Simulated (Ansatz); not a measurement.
**A reaction path, image by image**

GeSiH4F2, closed shell, from GeSiH₄F₂ ([F][SiH]([F])[GeH3]) to a complex of GeH₄ + SiF₂; B3LYP-D4/def2-SVPD (Ansatz 0.2.0). Settings:

```yaml
hamiltonian: {xc: {name: B3LYP}, dispersion: d4}
neb:
  images: 5
  climbing: immediate
  max_iterations: 40
  initial_path: idpp
```

First end:

```tsv
atom	x (Å)	y (Å)	z (Å)
Ge1	-0.9325	0.0233	0.7664
Si2	0.9279	-0.0558	-0.7115
H3	2.0461	-0.9324	-0.2936
F4	1.5193	1.4109	-0.8989
F5	0.4460	-0.5528	-2.1457
H6	-1.5213	-1.3862	0.9268
H7	-2.0113	0.9644	0.2138
H8	-0.4743	0.5285	2.1426
```

Second end:

Ge1  (-0.944, 0.322, 0.844)
Si2  (1.610, 0.052, -1.683)
H3  (-0.227, 0.825, -0.442)
F4  (2.271, -0.466, -0.310)
F5  (0.775, -1.255, -2.104)
H6  (-0.930, -1.208, 0.825)
H7  (-2.379, 0.862, 0.819)
H8  (-0.177, 0.869, 2.051)
(Å)

The ends were relaxed with PBE0-D4 in triple zeta, so they are not quite minima here (largest force components 1.52 and 1.77 eV/Å).

Energies along the converged band: It took 14 iterations. Path lengths are measured after rigid turns and shifts between images are taken out.
```
       image  path length (Å)  energy (kJ/mol)
           0             0.00              0.0
           1             0.82              1.0
           2             1.63             75.1
3 (climbing)             2.45            254.2
           4             3.77            117.4
           5             5.09            113.1
           6             6.40            118.2
```
Energies count from the first end.

The images between the ends:
Image 1:
```json
{"atom": "Ge1", "x (Å)": "-0.9405", "y (Å)": "0.0167", "z (Å)": "0.7857"}
{"atom": "Si2", "x (Å)": "0.8440", "y (Å)": "0.0212", "z (Å)": "-0.7938"}
{"atom": "H3", "x (Å)": "1.7537", "y (Å)": "-1.0736", "z (Å)": "-0.3923"}
{"atom": "F4", "x (Å)": "1.7069", "y (Å)": "1.4105", "z (Å)": "-0.7851"}
{"atom": "F5", "x (Å)": "0.4128", "y (Å)": "-0.2344", "z (Å)": "-2.3501"}
{"atom": "H6", "x (Å)": "-1.1340", "y (Å)": "-1.4813", "z (Å)": "1.0980"}
{"atom": "H7", "x (Å)": "-2.2859", "y (Å)": "0.6427", "z (Å)": "0.4008"}
{"atom": "H8", "x (Å)": "-0.3572", "y (Å)": "0.6983", "z (Å)": "2.0367"}
```

Image 2:
```json
{"atom": "Ge1", "x (Å)": "-0.9259", "y (Å)": "-0.0502", "z (Å)": "0.8013"}
{"atom": "Si2", "x (Å)": "0.6837", "y (Å)": "0.2552", "z (Å)": "-0.9113"}
{"atom": "H3", "x (Å)": "1.2465", "y (Å)": "-0.8880", "z (Å)": "-0.1838"}
{"atom": "F4", "x (Å)": "1.8297", "y (Å)": "1.4168", "z (Å)": "-0.8650"}
{"atom": "F5", "x (Å)": "0.5352", "y (Å)": "-0.1703", "z (Å)": "-2.4779"}
{"atom": "H6", "x (Å)": "-0.8981", "y (Å)": "-1.5896", "z (Å)": "1.0259"}
{"atom": "H7", "x (Å)": "-2.3569", "y (Å)": "0.4313", "z (Å)": "0.6639"}
{"atom": "H8", "x (Å)": "-0.1144", "y (Å)": "0.5947", "z (Å)": "1.9468"}
```

Image 3:
```json
{"atom": "Ge1", "x (Å)": "-0.7476", "y (Å)": "-0.2382", "z (Å)": "0.8617"}
{"atom": "Si2", "x (Å)": "0.4337", "y (Å)": "0.6821", "z (Å)": "-1.1034"}
{"atom": "H3", "x (Å)": "0.8147", "y (Å)": "-0.6538", "z (Å)": "-0.0923"}
{"atom": "F4", "x (Å)": "1.9183", "y (Å)": "1.3662", "z (Å)": "-0.8860"}
{"atom": "F5", "x (Å)": "0.5899", "y (Å)": "-0.2013", "z (Å)": "-2.4873"}
{"atom": "H6", "x (Å)": "-0.8098", "y (Å)": "-1.7605", "z (Å)": "1.1068"}
{"atom": "H7", "x (Å)": "-2.2008", "y (Å)": "0.2568", "z (Å)": "0.6600"}
{"atom": "H8", "x (Å)": "0.0016", "y (Å)": "0.5486", "z (Å)": "1.9404"}
```

Image 4:
```json
{"atom": "Ge1", "x (Å)": "-0.7018", "y (Å)": "-0.4880", "z (Å)": "1.1303"}
{"atom": "Si2", "x (Å)": "0.5707", "y (Å)": "1.2146", "z (Å)": "-1.7195"}
{"atom": "H3", "x (Å)": "0.2763", "y (Å)": "-0.4954", "z (Å)": "-0.0684"}
{"atom": "F4", "x (Å)": "2.1067", "y (Å)": "1.3104", "z (Å)": "-1.1120"}
{"atom": "F5", "x (Å)": "0.7481", "y (Å)": "-0.0972", "z (Å)": "-2.7120"}
{"atom": "H6", "x (Å)": "-0.8526", "y (Å)": "-1.9353", "z (Å)": "1.6148"}
{"atom": "H7", "x (Å)": "-2.0496", "y (Å)": "0.0743", "z (Å)": "0.6543"}
{"atom": "H8", "x (Å)": "-0.0978", "y (Å)": "0.4166", "z (Å)": "2.2124"}
```

Image 5:
```json
{"atom": "Ge1", "x (Å)": "-0.8393", "y (Å)": "-0.3684", "z (Å)": "1.1581"}
{"atom": "Si2", "x (Å)": "0.8883", "y (Å)": "1.0948", "z (Å)": "-1.9871"}
{"atom": "H3", "x (Å)": "-0.2767", "y (Å)": "0.1391", "z (Å)": "-0.1961"}
{"atom": "F4", "x (Å)": "2.2509", "y (Å)": "1.1064", "z (Å)": "-1.0484"}
{"atom": "F5", "x (Å)": "1.0276", "y (Å)": "-0.4165", "z (Å)": "-2.6445"}
{"atom": "H6", "x (Å)": "-0.5741", "y (Å)": "-1.8759", "z (Å)": "1.2646"}
{"atom": "H7", "x (Å)": "-2.3474", "y (Å)": "-0.0768", "z (Å)": "1.1706"}
{"atom": "H8", "x (Å)": "-0.1294", "y (Å)": "0.3974", "z (Å)": "2.2827"}
```

The band counts as converged below 0.05 eV/Å. Hardware: 4 CPU threads of an Arm Neoverse V2, shared host. Wall time about 3.6 min.
